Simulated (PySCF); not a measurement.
C3H6BN3, SMILES CNB1N=CC=N1. The structure is a stationary point at B3LYP-D3(BJ)/def2-SVP. This is a generated structure with no PubChem entry under its InChIKey; it may be hypothetical. The values are those of a single conformer.

The numbers are results of PySCF with B3LYP-D3(BJ)/def2-SVP, not measurements.

Harmonic wavenumbers (cm⁻¹): 113, 184, 191, 237, 444, 498, 615, 657, 734, 813, 855, 880, 886, 1000, 1039, 1091, 1144, 1172, 1305, 1328, 1350, 1444, 1470, 1473, 1610, 1639, 1681, 3016, 3079, 3084, 3099, 3156, 3591. Rotational constants (GHz): 6.985, 1.986, 1.562; symmetry number 1.

Question: Work out the zero-point energy and the ideal-gas rigid-rotor harmonic-oscillator thermochemistry at 298.15 K and 1 atm.

Answer: ZPE = ½ Σ hcν = ½ × 44880 cm⁻¹ = 64.16 kcal/mol. H − E(el) = 68.85 kcal/mol. Entropy in cal/(mol K): translation 39.56, rotation 27.10, vibration 13.21, total 79.87. G − E(el) = 45.04 kcal/mol. Cp = 25.20 cal/(mol K). Modes under 150 cm⁻¹ make the vibrational entropy uncertain.
